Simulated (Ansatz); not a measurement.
Calculated with Ansatz (gas phase, PBE0-D4/def2-TZVP geometries, no zero-point term in ΔE). CCSD(T)/CBS is the MP2 limit (def2-TZVPP, def2-QZVPP) plus CCSD(T) − MP2 in def2-TZVPP, frozen cores. This one scheme is used for every species. Functionals use def2-TZVPP. HSE06 is defined as in plane-wave codes. Each species was taken in one conformer, which may not be the lowest.

Consider the ligand exchange at the Si–S bond: `S[Si](Cl)(Cl)Cl` + H–F → `F[Si](Cl)(Cl)Cl` + H₂S.

`S[Si](Cl)(Cl)Cl`:

Cartesian coordinates in Å:
```
S 0.959 0.266 1.445
Si -0.168 -0.299 -0.241
Cl -0.219 -2.326 -0.228
Cl -2.064 0.430 -0.179
Cl 0.667 0.350 -1.977
H 0.825 1.579 1.181
```

H–F:

Cartesian coordinates in Å:
```
F -0.136 0.356 -0.258
H 0.136 -0.356 0.258
```

`F[Si](Cl)(Cl)Cl`:

Cartesian coordinates in Å:
```
F 0.255 -0.511 1.538
Si 0.010 -0.020 0.062
Cl 1.787 0.485 -0.742
Cl -1.220 1.573 0.118
Cl -0.832 -1.528 -0.976
```

H₂S:

```xyz
3

S     0.159   -0.590   -0.101
H     0.217    0.218    0.968
H    -0.377    0.372   -0.867
```

**Question.** Is it downhill or uphill in electronic energy at CCSD(T)/CBS, and by how much? (Best estimate.)

**Answer.** Computed: Downhill: ΔE = -79.8 kJ/mol.

**Question.** What do these levels give: LDA (SPW92), revPBE-D4, B97M-V, r2SCAN0-D4, HSE06-D4, CAM-B3LYP-D4, B2PLYP, PBE, BLYP, PBE0, HF/def2-TZVPP, MP2/def2-QZVPP? (Estimate.)

**Answer.** The calculation gave: LDA (SPW92) -75.2, revPBE-D4 -64.7, B97M-V -91.8, r2SCAN0-D4 -83.9, HSE06-D4 -71.4, CAM-B3LYP-D4 -93.4, B2PLYP -90.3, PBE -75.8, BLYP -94.5, PBE0 -77.7, HF/def2-TZVPP -109.6, MP2/def2-QZVPP -74.5 kJ/mol.

Largest T1 diagnostic among the species: 0.010.

In def2-TZVPP, CCSD(T) changes the Hartree–Fock value by +24.2 kJ/mol (the triples alone add +4.7 kJ/mol) and MP2 by +32.9 kJ/mol. The D4 term adds +11.1 kJ/mol with B3LYP and +6.0 kJ/mol with PBE0; it sums over pairs of atoms, weighted by their polarisabilities, and B3LYP, whose exchange is more repulsive, gets the larger term.

B3LYP here is the variant with VWN-RPA as its local correlation; programs differ in this.
